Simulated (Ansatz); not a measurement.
C$_{3}$H$_{6}$FIn, SMILES `C=C[CH2][InH][F]`, relaxed with RKS PBE0-D4/def2-TZVP in the Gaussian-basis code of Ansatz from a PBE-D4/def2-SVP geometry. The force threshold is 0.005 eV/Å; the program also tests the step.

The species carries charge 0 and has multiplicity 1. In takes the def2 core potential.

Start:

```xyz
11

C     1.602   -0.207   -0.936
C     0.306   -0.580   -0.857
C    -0.457   -0.846    0.395
In   -1.410    1.068    0.896
F    -0.411    1.890    2.417
H     2.227   -0.094   -0.034
H     2.081   -0.013   -1.908
H    -0.266   -0.673   -1.800
H     0.189   -1.080    1.264
H    -1.241   -1.618    0.278
H    -2.620    2.151    0.286
```

```json
{"step": "1", "energy (eV)": "-11095.4020", "largest force (eV/Å)": "0.596", "largest move (Å)": "0.000"}
{"step": "2", "energy (eV)": "-11095.4607", "largest force (eV/Å)": "0.201", "largest move (Å)": "0.054"}
{"step": "3", "energy (eV)": "-11095.4643", "largest force (eV/Å)": "0.033", "largest move (Å)": "0.021"}
{"step": "4", "energy (eV)": "-11095.4644", "largest force (eV/Å)": "0.040", "largest move (Å)": "0.009"}
{"step": "5", "energy (eV)": "-11095.4645", "largest force (eV/Å)": "0.008", "largest move (Å)": "0.008"}
{"step": "6", "energy (eV)": "-11095.4646", "largest force (eV/Å)": "0.006", "largest move (Å)": "0.011"}
{"step": "7", "energy (eV)": "-11095.4647", "largest force (eV/Å)": "0.012", "largest move (Å)": "0.027"}
{"step": "8", "energy (eV)": "-11095.4647", "largest force (eV/Å)": "0.014", "largest move (Å)": "0.029"}
{"step": "9", "energy (eV)": "-11095.4648", "largest force (eV/Å)": "0.027", "largest move (Å)": "0.049"}
{"step": "10", "energy (eV)": "-11095.4649", "largest force (eV/Å)": "0.029", "largest move (Å)": "0.017"}
{"step": "11 (rejected)", "energy (eV)": "-11095.4649", "largest force (eV/Å)": "0.029", "largest move (Å)": "0.032"}
{"step": "12", "energy (eV)": "-11095.4649", "largest force (eV/Å)": "0.007", "largest move (Å)": "0.015"}
{"step": "13", "energy (eV)": "-11095.4650", "largest force (eV/Å)": "0.005", "largest move (Å)": "0.011"}
```

End:

```xyz
11

C     1.589   -0.226   -0.957
C     0.307   -0.573   -0.860
C    -0.438   -0.796    0.402
In   -1.400    1.072    0.879
F    -0.534    1.796    2.493
H     2.213   -0.104   -0.077
H     2.056   -0.064   -1.920
H    -0.268   -0.680   -1.779
H     0.218   -1.006    1.247
H    -1.186   -1.585    0.311
H    -2.556    2.165    0.262
```

It took 44 s on 4 threads of an Arm Neoverse V2 on a shared host, with 0.58 GiB of host memory at the peak.
